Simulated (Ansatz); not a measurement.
Geometry optimisation, RKS r2SCAN/cc-pVDZ in Ansatz 0.2.0.

input.yaml

```yaml
crystal:
  periodic: [false, false, false]
  atoms:
    - { symbol: Si, position_ang: [-0.195583, 0.355832, 0.834664] }
    - { symbol: S, position_ang: [1.777062, -0.003106, 0.054045] }
    - { symbol: F, position_ang: [-1.101185, -0.987897, 0.616141] }
    - { symbol: F, position_ang: [-0.910216, 1.59341, 0.04829] }
    - { symbol: H, position_ang: [-0.211478, 0.69101, 2.277344] }
    - { symbol: H, position_ang: [-0.075351, -0.113646, -1.865217] }
    - { symbol: H, position_ang: [-0.759862, -0.234464, -1.767783] }
    - { symbol: H, position_ang: [1.476612, -1.301138, -0.197584] }
basis:
  gaussian: { orbitals: cc-pVDZ }
hamiltonian:
  xc: r2scan
relax:
  f_tol: 0.03
  max_steps: 50
```

Run as:

```bash
$ ansatz run input.yaml --threads 2 --pin off --max-ram 3072MiB --backend cpu --events-out ev --progress --plain --runs-dir out
```

**Question.** Where does it end, and by what steps?

**Answer.** The run converged. The force dipped under the threshold on the way, but the program's further checks kept it going. After 35 steps the energy has fallen by 0.270 eV; H6 moved furthest, 1.34 Å.

```
step  energy less start (eV)  largest force component (eV/Å)  accepted
   0                  0.0000                           2.435       yes
   2                 -0.1965                           0.161       yes
   4                 -0.2023                           0.059       yes
   6                 -0.2240                           0.109       yes
   8                 -0.2428                           0.174       yes
  10                 -0.2476                           0.094       yes
  12                 -0.2507                           0.040       yes
  14                 -0.2549                           0.026       yes
  16                 -0.2563                           0.150       yes
  18                 -0.2563                           0.350        no
  20                 -0.2525                           0.576        no
  22                 -0.2607                           0.122       yes
  24                 -0.2627                           0.166       yes
  26                 -0.2647                           0.171       yes
  28                 -0.2671                           0.109       yes
  30                 -0.2683                           0.123       yes
  32                 -0.2694                           0.086       yes
  34                 -0.2700                           0.042       yes
  35                 -0.2701                           0.016       yes
```

```xyz
8
Properties=species:S:1:pos:R:3
Si -0.114 0.429 1.158
S 1.779 -0.379 0.640
F -1.312 -0.298 0.306
F -0.221 2.010 0.750
H -0.363 0.265 2.607
H -0.553 -1.011 -2.744
H -0.822 -0.917 -2.039
H 1.607 -0.100 -0.679
```

The run took 88 s on 2 threads of Arm Neoverse V2, with other jobs on the host, peak memory 0.14 GiB.
